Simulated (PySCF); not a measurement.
Identify the compound

The spectra below were simulated for a compound C₆H₈F₂O₂.

$^{1}$H NMR (600 MHz, computed): δ 3.68 (s, 3H), 1.92 (m, 1H), 1.66 (s, 3H), 1.60 (m, 1H).

$^{13}$C{$^{1}$H} NMR (computed): δ 171.9 (C), 81.2 (C), 74.0 (C), 57.8 (CH3), 35.0 (CH2), 14.8 (CH3).

Computed data (PySCF): GFN2-xTB structure, shieldings: GIAO PBE0/pcSseg-1. Non-relativistic Hamiltonian, no solvent model, fast rotation and ring inversion assumed for equivalent nuclei, one computed conformer.

Referencing at the same level of theory: $^{1}$H (σref 31.72), $^{13}$C (σref 186.93) vs TMS.

Propose a structure and justify it.

## Answers


- The formula gives 2 degrees of unsaturation (1 ring in the answer).
- 6 carbon signals for 6 carbons: no two carbons are equivalent.
- Carbon types of the structure: 3 × C, 1 × CH2, 2 × CH3, which accounts for all hydrogens.
- δC 171.9: carbonyl carbon.
- δC 81.2, 74.0, 35.0: three-membered-ring carbon.
- δC 57.8: methyl carbon bonded to O; pulled downfield by the heteroatom.
- δC 14.8: methyl carbon; aliphatic region, no heteroatom directly attached.
- δH 3.68: hydrogen on a methyl carbon bonded to O; its carbon carries O, hence the downfield position.
- δH 1.92, 1.60: hydrogen on a three-membered-ring carbon.
- δH 1.66: hydrogen on a methyl carbon.

Structure: `CO[C@@]1(C)C[C@]1(F)C(=O)F`.

The data come from this structure; uniqueness wasn't tested.

Splittings by $^{19}$F in the carbon and heteronuclear signals aren't shown, as no couplings were computed. Shifts are as computed. Against solution values, carbons near 30 ppm lie about +3 ppm off and those near 130 ppm about +5 ppm. Of 1211 compounds with measured shifts, 218 miss one by over three times the rms of a fit or turn the order of signals round; such compounds aren't used in these exercises. No couplings were computed; multiplicities are counted from neighbouring protons, with m where these are inequivalent, close in shift, in a saturated or five-membered ring or joined by F or P, and br s for small geminal =CH2 splittings.
